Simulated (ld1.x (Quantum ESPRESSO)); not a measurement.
# Plane-wave convergence, TM potential for P (Z = 15)

```
Element                 : P (Z = 15)
Generator               : ld1.x (Quantum ESPRESSO) 7.5
Type                    : norm-conserving Troullier–Martins (Kleinman–Bylander form)
Functional              : PBE
Relativity              : fully relativistic
Frozen core             : [Ne]
Valence charge          : 5
Reference configuration : 3s2 3p3
Partial waves           : 3s (bound): rc 1.70 bohr; 3d channel at -0.05 Ry: rc 1.75 bohr; 3p (bound): rc 1.25 bohr
Local potential         : the p channel
Core correction         : none
```

Open shells are filled in proportion to 2j + 1 (rel_dist='average').

The pseudo-atom Hamiltonian at the reference potential is diagonalised in spherical Bessel functions j_l(qr) that vanish at 20 bohr, with q² up to the cutoff. All-electron valence levels (Ry): 3s -1.0267, 3p1/2 -0.4073, 3p3/2 -0.4034.

**Question.** How do the lowest levels (Ry) of each channel move with the cutoff, and are there ghosts?

**Answer.**

```tsv
cutoff (Ry)	s #1	s #2	d3/2 #1	d5/2 #1	d5/2 #2	p1/2 #1	p3/2 #1	f #1	f #2	Σ f·Δε (mRy)
8	-0.9597	-0.0238	0.0641	0.0641	0.1442	-0.3727	-0.3727	0.1143	0.2424	230.1
18	-1.0225	-0.0279	0.0638	0.0638	0.1422	-0.3742	-0.3742	0.1143	0.2424	99.9
35	-1.0250	-0.0281	0.0636	0.0636	0.1414	-0.3799	-0.3799	0.1143	0.2424	77.9
50	-1.0265	-0.0282	0.0636	0.0636	0.1413	-0.3941	-0.3941	0.1143	0.2424	32.1
80	-1.0267	-0.0282	0.0636	0.0636	0.1413	-0.4043	-0.4043	0.1143	0.2424	1.3
120	-1.0267	-0.0282	0.0636	0.0636	0.1413	-0.4046	-0.4046	0.1143	0.2424	0.4
400	-1.0267	-0.0282	0.0636	0.0636	0.1413	-0.4047	-0.4047	0.1143	0.2424	0.0
```

Result: no extra level below or beside the all-electron valence levels (s, d3/2, d5/2, p1/2, p3/2, f tested); 10 mRy is reached at 70 Ry and 1 mRy at 100 Ry.
